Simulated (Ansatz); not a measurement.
Series ZrX4: vertical EA (eV) at several levels, gas phase, relaxed structures; Ansatz. Core potentials for Zr in the def2 sets, no spin–orbit coupling. A negative affinity means that the extra electron isn't bound at that geometry and level; within about 0.2 eV of zero the sign isn't settled. Names give formal oxidation states. The structures are stationary points that may keep the symmetry of their start. Remarks come from the PBE and PBE0 runs and from stability tests at other levels; not every state was tested. A HOMO above zero means that the electron is unbound at that level and held by the basis, or that self-interaction error raises the level; the energy of removing that electron tells which. HOMO above LUMO (over both spins in singlets and doublets, within one spin in higher multiplets; at PBE or PBE0), or a gap under 0.15 eV within one spin, warns that the state may not be the lowest or that an electron is smeared out.

| species | state | geometry | PBE-D4/def2-TZVPD | r2SCAN-D4/def2-TZVPD | PBE0-D4/def2-TZVPD | remarks |
| --- | --- | --- | --- | --- | --- | --- |
| ZrCl4 | singlet to doublet | r2SCAN-D4/def2-SVP | 0.89 | 0.95 | 1.16 | HOMO above zero (-1 doublet), gap within one spin near zero at PBE or PBE0 (-1 doublet) |
| ZrF4 | singlet to doublet | PBE-D4/def2-SVP | -0.24 | -0.41 | -0.35 | HOMO above zero (-1 doublet) |

Task: Estimate the rows for Zr(OH)4 (ZrO4H4) (singlet to doublet, PBE-D4/def2-SVP geometry).

Result: 
| species | state | geometry | PBE-D4/def2-TZVPD | r2SCAN-D4/def2-TZVPD | PBE0-D4/def2-TZVPD | remarks |
| --- | --- | --- | --- | --- | --- | --- |
| Zr(OH)4 (ZrO4H4) | singlet to doublet | PBE-D4/def2-SVP | -0.46 | -0.65 | -0.62 | HOMO above zero (-1 doublet) |

Over the 3 species that have every level, the mean is 0.07 at PBE-D4/def2-TZVPD, -0.04 at r2SCAN-D4/def2-TZVPD, 0.06 at PBE0-D4/def2-TZVPD.
